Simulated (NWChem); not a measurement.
Atomisation of H3AlO3

SMILES: [OH][Al]([OH])[OH]
```xyz
7

Al     0.0000     0.0000     0.0000
O      1.4684     0.8540     0.0000
H      1.5295     1.8132     0.0000
O     -1.4737     0.8447     0.0000
H     -2.3350     0.4182     0.0000
O      0.0052    -1.6986     0.0000
H      0.8052    -2.2315     0.0000
```
Charge 0, spin multiplicity 1.

Program: NWChem. Structure: optimised with B3LYP/def2-SVP, a minimum by its harmonic frequencies. It is one conformer; others weren't searched.

Basis set: def2-TZVP. The atomisation energy is electronic alone: no zero-point, thermal, spin-orbit or counterpoise terms. No value is extrapolated to the basis-set limit. Free atoms are single determinants with multiplicities Al 2, O 3, H 2. Correlated methods freeze the same cores in atoms and molecule, 8 orbitals in all.

The cost column gives rough processor time relative to LDA (SVWN5); each entry includes its own SCF. Costs are the molecule's.

B3LYP has NWChem's definition, with VWN1-RPA local correlation. GW and range-separated runs recompute their integrals, the others keep them in memory, which bears on the times. The structure started from a generated list of species. The stability of the SCF solutions was not checked. Open-shell Hartree-Fock references start from PBE0 orbitals; any time given for them includes that run.

```tsv
method	atomisation energy (kcal/mol)	relative cost
CAM-B3LYP	…	20
MP2	665.9	4
PBE	666.6	under 3
PBE0	646.4	under 3
HF	…	under 3
M06-2X	667.1	under 3
LDA (SVWN5)	761.1	1
B3LYP	652.5	under 3
BP86	673.5	under 3
```

### Question
Fill in the missing entries.

### Answer

- CAM-B3LYP, atomisation energy (kcal/mol): 661.3
- HF, atomisation energy (kcal/mol): 457.0
